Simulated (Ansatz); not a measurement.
Mulliken charges of `[CH3][W]([OH])(=[S])=[S]` from ωB97M-V/def2-TZVPP in Ansatz (PBE0-D4/def2-TZVP geometry).

| atom | x (Å) | y (Å) | z (Å) | charge (e) |
| --- | --- | --- | --- | --- |
| C1 | -1.350 | -0.035 | 0.053 | -0.537 |
| W2 | 0.701 | 0.285 | -0.254 | 0.628 |
| O3 | 1.617 | -0.474 | 1.184 | -0.369 |
| S4 | 1.119 | -0.614 | -2.129 | -0.175 |
| S5 | 0.912 | 2.397 | -0.337 | -0.187 |
| H6 | -1.638 | 0.420 | 1.006 | 0.141 |
| H7 | -1.550 | -1.110 | 0.080 | 0.136 |
| H8 | -1.943 | 0.415 | -0.745 | 0.153 |
| H9 | 2.132 | -1.285 | 1.142 | 0.209 |

**Question.** By hand: the dipole of these point charges (1 e Å = 4.8032 D).

**Answer.** Σ q r = (-0.091, -0.265, 0.088) e Å, of length 0.294 e Å = 1.41 D.

**Question.** How does the dipole of the full density compare? (Best estimate.)

**Answer.** Computed: (-0.098, -0.515, 0.355) e Å, 3.04 D; the point charges give 0.46 times that, at 18° from its direction.

Point charges leave out the atoms' own dipoles, such as those of lone pairs, and Mulliken's split depends on the basis, so the two needn't agree.
